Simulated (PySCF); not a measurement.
Compound: [OsCl6]2- (charge -2 and triplet state).
Bonds: Os1–Cl2, Os1–Cl3, Os1–Cl4, Os1–Cl5, Os1–Cl6, Os1–Cl7.

Level of theory: PBE0-D3(BJ)/def2-SVP geometry optimisation, gas phase, def2 core potentials past Kr in PySCF.

(1) How far are the bound atoms from Os1?

(2) List the angles at Os1.

(3) What is the shape at Os1?

## Answers

(1) 6 atoms: Cl6 2.369 Å, Cl7 2.369 Å, Cl5 2.369 Å, Cl4 2.369 Å, Cl2 2.387 Å, Cl3 2.387 Å.

(2) 
```tsv
angle	degrees	distance of the outer atoms (Å)
Cl4–Os1–Cl5	180.0	4.74
Cl6–Os1–Cl7	180.0	4.74
Cl2–Os1–Cl3	179.9	4.77
Cl2–Os1–Cl6	90.1	3.37
Cl2–Os1–Cl4	90.0	3.36
Cl3–Os1–Cl5	90.0	3.36
Cl4–Os1–Cl6	90.0	3.35
Cl4–Os1–Cl7	90.0	3.35
Cl5–Os1–Cl7	90.0	3.35
Cl5–Os1–Cl6	90.0	3.35
Cl2–Os1–Cl5	90.0	3.36
Cl3–Os1–Cl6	90.0	3.36
Cl3–Os1–Cl7	90.0	3.36
Cl2–Os1–Cl7	90.0	3.36
Cl3–Os1–Cl4	90.0	3.36
```

(3) Octahedral: the three widest angles are 180.0°, 180.0° and 179.9°, the others run from 90.0° to 90.1°. The Os–Cl distances aren't all alike: 2.369 to 2.387 Å.

Point group: D4h (every atom within 0.08 Å of its image). Charge -2, triplet. ⟨S²⟩ = 2.010 (exact for a triplet: 2.00). Whether so highly charged an anion holds all its electrons in the gas phase wasn't checked; a finite basis holds them in any case. No counter-ion or solvent screens the charge of this multiply charged ion. No frequency check.

The run took 4.1 min wall on an Arm Neoverse V1 with one thread, on a shared host. That covers the optimisation of the geometry.

Neither the SCF state along the optimisation nor the shape of the open-shell metal species was proved the lowest: other solutions of the same spin, or a structure of lower symmetry, can lie below.
